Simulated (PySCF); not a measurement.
## Electron correlation in Co²⁺ (cobalt, charge +2)

[Ar] 3d6 4p1, one real determinant (an excited configuration). Calculation: PySCF 2.14, in def2-QZVPPD (11s6p5d4f2g, 100 functions); no relativity, point nucleus. Frozen: [Ne]; 15 electrons correlated.

MP2 pair energies summed by pair of shells (mhartree):

| pair | energy | share (%) |
| --- | --- | --- |
| 3p-3d | -178.85 | 39.7 |
| 3d-3d | -121.93 | 27.0 |
| 3p-3p | -60.44 | 13.4 |
| 3s-3d | -35.95 | 8.0 |
| 3s-3p | -27.87 | 6.2 |
| 3d-4p | -12.64 | 2.8 |
| 3p-4p | -8.14 | 1.8 |
| 3s-3s | -4.41 | 1.0 |
| 3s-4p | -0.65 | 0.1 |

Total MP2 correlation energy: -450.88 mhartree.

Same-spin part -155.74 and opposite-spin part -295.14 mhartree; SCS-MP2 scales them by 1/3 and 6/5 to -406.08 mhartree.

The reference is one real determinant that mixes LS terms of this configuration.

This basis was not built for core-valence correlation, so the inner-shell part is incomplete.
